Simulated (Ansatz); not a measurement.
Frontier orbitals of C3H7AlCl2O, SMILES `CC(C)[O][Al]([Cl])[Cl]`.

Charge 0, multiplicity 1. The geometry is a stationary point of PBE0-D4/def2-TZVP. It is one conformer, not always the lowest. Basis def2-TZVPP, the Gaussian-basis code of Ansatz.

Orbital energies of one run (eV). Highest occupied ones, from the top: -7.29, -7.39, -8.22, -8.44, -8.65, -8.84, -9.20, -9.33, -9.84, -10.06, -10.12, -10.97, -11.23, -12.11. Empty: -1.16, -0.77, 1.15, 1.60, 2.19, 2.34.

(1) Which functional gave them?
A. PBE0
B. BLYP
C. LC-ωPBE
D. r2SCAN

Results:

(1) D. HOMO energies: r2SCAN -7.29, LC-ωPBE -11.25, PBE0 -8.46, BLYP -6.87 eV.

LC-ωPBE has ω = 0.4 bohr⁻¹.
